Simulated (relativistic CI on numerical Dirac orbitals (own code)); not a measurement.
# Sensitivity of the levels of Zn7+ to α and to the nuclear radius

Calculated at this level of theory: Dirac-Coulomb-Breit CI, orbitals from a KLI potential per configuration, derivatives by finite differences, unscaled Slater integrals, QED left out (own radial code, finite nucleus).

CI space (outside the closed core [Ne]): 3s²3p⁶3d⁵, 3s²3p⁵3d⁶, 3s²3p⁶3d⁴4s, 3s²3p⁴3d⁷, 3s²3p⁶3d⁴4p, 3s3p⁶3d⁶, 3s²3p⁶3d³4s², 3p⁶3d⁷. Levels of other configurations are missing.

With x = (α/α₀)² − 1 an excitation energy changes as ω = ω₀ + qx; K = 2q/ω₀ is the relative enhancement. Terms are leading LS components, so labels can repeat. The field-shift factor is F = δν/δ⟨r²⟩ for the transition from the lowest level.

Lowest level 3s²3p⁶3d⁵ ⁶S5/2.

```
           Level  ω₀ (cm⁻¹)  q (cm⁻¹)  F (GHz/fm²)
3s²3p⁶3d⁵ ⁴G11/2    55553.0    -457.1       0.0614
 3s²3p⁶3d⁵ ⁴G5/2    55564.3    -784.4       0.0597
 3s²3p⁶3d⁵ ⁴G7/2    55700.8    -391.6       0.0615
 3s²3p⁶3d⁵ ⁴G9/2    55729.8    -228.3       0.0623
 3s²3p⁶3d⁵ ⁴P5/2    56775.4     -1473       0.0511
 3s²3p⁶3d⁵ ⁴P3/2    57167.5    -817.1        0.054
 3s²3p⁶3d⁵ ⁴P1/2    57493.1    -207.5       0.0568
 3s²3p⁶3d⁵ ⁴D7/2    65334.0    -402.3       0.0593
 3s²3p⁶3d⁵ ⁴D1/2    65896.5     540.4       0.0633
 3s²3p⁶3d⁵ ⁴D5/2    65989.0     756.6       0.0647
 3s²3p⁶3d⁵ ⁴D3/2    66043.2     843.2       0.0649
 3s²3p⁶3d⁵ ²D5/2    80158.7     -2320       0.0687
3s²3p⁶3d⁵ ²I11/2    81830.8     -1206       0.0978
 3s²3p⁶3d⁵ ²D3/2    81969.0      -558        0.075
3s²3p⁶3d⁵ ²I13/2    82166.4    -405.6        0.101
 3s²3p⁶3d⁵ ²F7/2    84761.5    -90.73       0.0852
 3s²3p⁶3d⁵ ²F5/2    87573.1      2427        0.101
 3s²3p⁶3d⁵ ⁴F9/2    88488.5      -813        0.103
 3s²3p⁶3d⁵ ⁴F7/2    88898.6     86.03        0.107
 3s²3p⁶3d⁵ ⁴F3/2    89528.9      1074         0.11
 3s²3p⁶3d⁵ ⁴F5/2    89560.6      2130        0.111
 3s²3p⁶3d⁵ ²H9/2    94415.5     -1222        0.109
3s²3p⁶3d⁵ ²H11/2    95873.0      1120        0.123
```

At this charge configurations can still be misplaced by up to about 7 % of their energy. Terms inside the open d or f shell come out 10 to 20 % too wide with unscaled integrals.

Which transition from the lowest level has the largest |K|?

3s²3p⁶3d⁵ ²D5/2 at 80158.7 cm⁻¹, K = -0.0579.
